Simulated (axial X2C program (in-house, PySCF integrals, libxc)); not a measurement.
Outer orbitals of TeO at 1.817 Å, BP86

Calculated with an in-house relativistic program for diatomic molecules. Spin-free means the one-electron spin-free X2C Hamiltonian; two-component (2c) means X2C with spin–orbit coupling and atomic mean-field two-electron Coulomb and Gaunt terms, so the difference of the two also holds small scalar two-electron terms. Basis: Te dyall-cv3z [11s12p8d4f1g], O dyall-av3z [7s6p3d2f] (cores contracted in-house); Gaussian nuclei, density fitting, unrestricted open shells. Masses: Te 129.906 u, O 15.995 u.

The distance is close to the 2c PBE0 minimum; the highest filled and lowest empty levels are listed.

Spin-free orbitals, state M_S = 1, Λ = 0 (beyond evenly filled blocks: π+α, π-α) (Löwdin shares):

```
symmetry  occupied  ε (eV)             atomic character
      σα       yes  -24.30    74% O s, 9% Te s, 7% Te p
      σβ       yes  -23.43    72% O s, 9% Te s, 8% Te p
      σα       yes  -15.57   61% Te s, 19% O p, 10% O s
      σβ       yes  -14.70   59% Te s, 20% O p, 11% O s
      σα       yes   -9.44   60% O p, 27% Te p, 6% Te s
     π-α       yes   -9.10            68% O p, 28% Te p
     π+α       yes   -9.10            68% O p, 28% Te p
      σβ       yes   -8.97   58% O p, 28% Te p, 7% Te s
     π-β       yes   -8.07            65% O p, 30% Te p
     π+β       yes   -8.07            65% O p, 30% Te p
     π-α       yes   -5.89   61% Te p, 28% O p, 6% Te d
     π+α       yes   -5.89   61% Te p, 28% O p, 6% Te d
     π-β        no   -4.59   59% Te p, 30% O p, 6% Te d
     π+β        no   -4.59   59% Te p, 30% O p, 6% Te d
      σα        no   -2.23  49% Te p, 21% Te d, 16% O p
      σβ        no   -1.78  49% Te p, 21% Te d, 16% O p
```

Spinors with spin–orbit coupling (state Ω = 1):

| ω | occupied | ε (eV) | atomic character | λ mixture |
| --- | --- | --- | --- | --- |
| 1/2 | yes | -24.29 | 74% O s, 9% Te s, 7% Te p | 100% σ |
| -1/2 | yes | -23.43 | 72% O s, 9% Te s, 8% Te p | 100% σ |
| 1/2 | yes | -15.56 | 61% Te s, 19% O p, 10% O s | 100% σ |
| -1/2 | yes | -14.69 | 59% Te s, 20% O p, 11% O s | 100% σ |
| 1/2 | yes | -9.46 | 60% O p, 28% Te p, 6% Te s | 98% σ, 2% π |
| -1/2 | yes | -9.28 | 60% O p, 34% Te p | 78% π, 22% σ |
| 3/2 | yes | -9.01 | 71% O p, 25% Te p | 100% π |
| -1/2 | yes | -8.91 | 63% O p, 25% Te p, 6% Te s | 78% σ, 22% π |
| 1/2 | yes | -8.16 | 63% O p, 32% Te p | 98% π, 2% σ |
| -3/2 | yes | -7.98 | 68% O p, 27% Te p | 100% π |
| -1/2 | yes | -6.06 | 57% Te p, 31% O p, 6% Te d | 99% π, 1% σ |
| 3/2 | yes | -5.70 | 64% Te p, 25% O p, 5% Te d | 100% π |
| 1/2 | no | -4.78 | 55% Te p, 33% O p, 6% Te d | 99% π, 1% σ |
| -3/2 | no | -4.41 | 61% Te p, 27% O p, 6% Te d | 100% π |
| 1/2 | no | -2.21 | 50% Te p, 21% Te d, 15% O p | 99% σ, 1% π |
| -1/2 | no | -1.77 | 49% Te p, 21% Te d, 15% O p | 100% σ |

(1) How does the gap between the highest filled and lowest empty level change from the spin-free to the 2c table?

Mulliken charges and populations of the two-component result (they depend on the basis, above all on diffuse functions):

Te 0.65 e (s 9.89 p 21.34 d 20.09 f 0.04), O -0.65 e (s 4.03 p 4.58 d 0.04). ⟨Lz⟩ = 0.00 ħ and ⟨Sz⟩ = 1.00 ħ (0.70 and 0.30 on the two atoms), which add up to Ω.

One determinant describes the state; a PBE0 search over occupations chose it and may have missed a lower one. Density functionals use the spin component along the axis (collinear). PBE0 can misorder states that lie within some tenths of an eV, so this need not be the ground state of the molecule. The nearest other spin-free determinant of the search, M_S = 0, Λ = 2, lies 0.76 eV up at the distance of the search. With several unpaired electrons one determinant need not be a pure state. Open-shell Ω = 0 determinants with evenly filled partner blocks cannot be reached by this program, so the Ω shown need not be the lowest component. This is the Ω = 1 component of a π² triplet; the 0⁺ component is not one determinant and can lie lowest.

Results:

(1) From 1.30 to 0.92 eV at BP86, a change of -0.38 eV.
